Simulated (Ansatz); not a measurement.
Cost and result for the atomization energy of `C[O][Ga]([OH])[SH]` (10 atoms, 9 bonds).

```xyz
10

C    -1.070    1.499    0.303
O    -0.716    0.220    0.769
Ga    0.484   -0.811   -0.033
O     0.824   -2.394    0.695
S     1.514   -0.186   -1.855
H    -0.743    2.264    1.015
H    -0.635    1.743   -0.675
H    -2.159    1.564    0.208
H     0.307   -2.555    1.489
H     2.194   -1.344   -1.915
```

The species carries charge 0 and has multiplicity 1. Correlated methods include outer-core shells of Ga, which these sets cover unevenly. Scalar relativity is left out up to krypton. The geometry is a stationary point of PBE0-D4/def2-TZVP. It is one conformer, not always the lowest. Program: Ansatz. Hardware: A = 2 threads of an AMD EPYC 7R13 on a shared host; B = 2 threads of an AMD EPYC 7R13 on a shared host and a share of an NVIDIA H100 80 GB. Times are those of one run each, without the atoms' runs, and a repeat can differ threefold. Electronic energies, without spin–orbit coupling; frozen cores. CCSD(T)/CBS adds CCSD(T) − MP2 in def2-TZVPP to the MP2 limit, and its time is that of the two runs behind it. T1 = 0.014. With those shells the extrapolation isn't a true limit. B3LYP takes the VWN-RPA correlation (the form of Gaussian; ORCA's B3LYP/G).

CCSD(T)/CBS is a level of theory with its own doubt, some kJ/mol a heavy atom from the limit and from the frozen cores, so smaller differences don't rank the functionals.

```
                                 level  functions  wall time
   PBE-D4/def2-TZVPP (with forces) [A]        253      3.9 s
                PBE0-D4/def2-TZVPP [A]        253        6 s
r2SCAN-D4/def2-TZVPP (with forces) [A]        253        7 s
 B3LYP-D4/def2-TZVPP (with forces) [A]        253        8 s
                    MP2/def2-QZVPP [B]        480        8 s
                 B2PLYP/def2-TZVPP [A]        253        9 s
                CCSD(T)/def2-TZVPP [B]        253       11 s
                ωB97X-V/def2-TZVPP [A]        253       11 s
  ωB97M-V/def2-TZVPP (with forces) [A]        253       16 s
                     CCSD(T)/CBS(def2)          –       19 s
```

Task: What atomization energy does each give, and how far from CCSD(T)/CBS? (Best estimate.)

Result: Ansatz gave: 
```json
{"level": "PBE-D4/def2-TZVPP (with forces) [A]", "atomization (kJ/mol)": "3560.2", "difference from CCSD(T)/CBS": "41.1", "per bond": "4.6"}
{"level": "PBE0-D4/def2-TZVPP [A]", "atomization (kJ/mol)": "3476.3", "difference from CCSD(T)/CBS": "-42.8", "per bond": "-4.8"}
{"level": "r2SCAN-D4/def2-TZVPP (with forces) [A]", "atomization (kJ/mol)": "3514.8", "difference from CCSD(T)/CBS": "-4.3", "per bond": "-0.5"}
{"level": "B3LYP-D4/def2-TZVPP (with forces) [A]", "atomization (kJ/mol)": "3467.2", "difference from CCSD(T)/CBS": "-51.9", "per bond": "-5.8"}
{"level": "MP2/def2-QZVPP [B]", "atomization (kJ/mol)": "3567.0", "difference from CCSD(T)/CBS": "47.9", "per bond": "5.3"}
{"level": "B2PLYP/def2-TZVPP [A]", "atomization (kJ/mol)": "3452.4", "difference from CCSD(T)/CBS": "-66.7", "per bond": "-7.4"}
{"level": "CCSD(T)/def2-TZVPP [B]", "atomization (kJ/mol)": "3426.6", "difference from CCSD(T)/CBS": "-92.5", "per bond": "-10.3"}
{"level": "ωB97X-V/def2-TZVPP [A]", "atomization (kJ/mol)": "3510.8", "difference from CCSD(T)/CBS": "-8.3", "per bond": "-0.9"}
{"level": "ωB97M-V/def2-TZVPP (with forces) [A]", "atomization (kJ/mol)": "3500.1", "difference from CCSD(T)/CBS": "-19.0", "per bond": "-2.1"}
{"level": "CCSD(T)/CBS(def2)", "atomization (kJ/mol)": "3519.1", "difference from CCSD(T)/CBS": "0.0", "per bond": "0.0"}
```

In def2-TZVPP, CCSD(T) changes the Hartree–Fock value by +998.0 kJ/mol (the triples alone add +62.9 kJ/mol) and MP2 by +1083.7 kJ/mol; breaking electron pairs costs correlation energy, which Hartree–Fock lacks. The D4 term adds +34.4 kJ/mol with B3LYP and +18.2 kJ/mol with PBE0; it sums over pairs of atoms, weighted by their polarisabilities, and B3LYP, whose exchange is more repulsive, gets the larger term. From PBE to PBE0 (25 % exact exchange), in def2-TZVPP and without D4, the atomization energy moves by −80.8 kJ/mol: exact exchange takes away binding that semilocal exchange gives to molecules.
